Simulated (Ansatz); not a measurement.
`C[NH][Al]([F])[Br]` and `[OH][Al]([F])[Br]` differ in one atom or group.

Ansatz, PBE0-D4/def2-TZVP geometries, multiplicity 1. Each molecule was computed in one conformer, which needn't be the lowest.

Scalar relativity is left out up to krypton.

```tsv
property	`C[NH][Al]([F])[Br]`
LUMO energy (PBE/def2-TZVPP) / eV	-1.52
HOMO energy (PBE0/def2-TZVPP) / eV	-7.27
size of the dipole moment (ωB97M-V/def2-TZVPP) / D	2.41
LUMO energy (PBE0/def2-TZVPP) / eV	-0.67
HOMO energy (PBE/def2-TZVPP) / eV	-5.93
LUMO energy (B3LYP/def2-TZVPP) / eV	-0.96
```

(1) Give the same properties after the change, and the shifts. (An estimate is asked.)

## Answers

(1) The calculation gave: 
```tsv
property	`[OH][Al]([F])[Br]`	shift
LUMO energy (PBE/def2-TZVPP) / eV	-1.97	-0.45
HOMO energy (PBE0/def2-TZVPP) / eV	-8.95	-1.68
size of the dipole moment (ωB97M-V/def2-TZVPP) / D	1.97	-0.44
LUMO energy (PBE0/def2-TZVPP) / eV	-1.11	-0.44
HOMO energy (PBE/def2-TZVPP) / eV	-7.60	-1.67
LUMO energy (B3LYP/def2-TZVPP) / eV	-1.43	-0.47
```

With PBE0 the HOMO falls by 1.68 eV and the LUMO falls by 0.44 eV, so the gap widens by about 1.24 eV. PBE moves the HOMO by -1.67 eV and ωB97M-V by -1.58 eV. The zero-point energy changes by -107.4 kJ/mol with -12 modes. Dipoles are sizes alone; their direction can turn.

B3LYP here is the variant with VWN-RPA as its local correlation; programs differ in this.

Spin–orbit coupling is left out; it splits and shifts lone-pair levels of the heavy atoms by tenths of an eV.
